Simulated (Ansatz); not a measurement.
Ansatz (a program for electronic structure) input (CCSD(T)/aug-cc-pVTZ):

Ansatz 0.2 input:
```yaml
crystal:
  periodic: [false, false, false]
  atoms:
    - {symbol: C, position_ang: [-2.47297633, -1.12623946, 0.29709288]}
    - {symbol: C, position_ang: [-1.21975197, -1.59167837, 0.28987094]}
    - {symbol: B, position_ang: [0.05890884, -0.75236623, 0.10070910]}
    - {symbol: Br, position_ang: [-0.09202800, 1.17535436, -0.15732880]}
    - {symbol: C, position_ang: [1.45447848, -1.40617917, 0.11141173]}
    - {symbol: C, position_ang: [2.62167116, -0.77284693, -0.04288785]}
    - {symbol: H, position_ang: [-2.68128292, -0.07118724, 0.16304938]}
    - {symbol: H, position_ang: [-3.32928284, -1.77652861, 0.43597482]}
    - {symbol: H, position_ang: [-1.08579478, -2.66318857, 0.43043922]}
    - {symbol: H, position_ang: [1.48885652, -2.48459672, 0.25862521]}
    - {symbol: H, position_ang: [3.57000911, -1.29795610, -0.02443511]}
    - {symbol: H, position_ang: [2.66340260, 0.29954929, -0.19361712]}
basis:
  gaussian:
    orbitals: aug-cc-pVTZ
magnetization: {spin_polarized: false}
correlation: {method: ccsd_t, electrons: outside_noble_gas}
```

End of the output:

```
integrals: 7.82 GiB planned
2478 factors; integrals over basis functions are off by at most 1.1e-3 eV
4.42 GiB of device memory are held for the factors and their scratch space
mean field: 3.87 GiB planned
mean field evaluation 1: about -74886.3386 eV, gradient 3.9e1 eV
mean field evaluation 2: about -74886.4932 eV, gradient 3.9e1 eV
mean field evaluation 4: about -74890.7154 eV, gradient 4.0e0 eV
mean field evaluation 8: about -74890.7734 eV, gradient 2.6e-1 eV
mean field evaluation 16: about -74886.3404 eV, gradient 3.9e1 eV
mean field -74890.77381761 eV, -2752.1851750073 hartree, gradient 3.1e-6 eV, S^2 0.000000; 0 other end points of the search recorded, 0 dependent functions left out; unrestricted orbitals would lower it
19 core orbitals not correlated
reference -74890.77381761 eV, -2752.1851750073 hartree; 16, 16 occupied and 392, 392 virtual orbitals, 2478 factors
second order -24.81464593 eV of doubles, -0.00000000 eV of singles
coupled cluster: 43.62 GiB planned
cycle   1  -25.39695900 eV  change   -5.8e-1 eV  update   1.1e-1
cycle   2  -26.02737970 eV  change   -6.3e-1 eV  update   3.4e-2
cycle   3  -26.16612839 eV  change   -1.4e-1 eV  update   1.8e-2
cycle   4  -26.15633021 eV  change    9.8e-3 eV  update   5.3e-3
cycle   5  -26.15571780 eV  change    6.1e-4 eV  update   2.6e-3
cycle   6  -26.15681848 eV  change   -1.1e-3 eV  update   1.0e-3
cycle   7  -26.15648081 eV  change    3.4e-4 eV  update   4.3e-4
cycle   8  -26.15647283 eV  change    8.0e-6 eV  update   2.0e-4
cycle   9  -26.15652356 eV  change   -5.1e-5 eV  update   4.9e-5
cycle  10  -26.15650016 eV  change    2.3e-5 eV  update   2.1e-5
perturbative correction -1.28627744 eV, -0.0472698239 hartree
Total energy: -74918.21659520 eV, -2753.1936784827 hartree
```
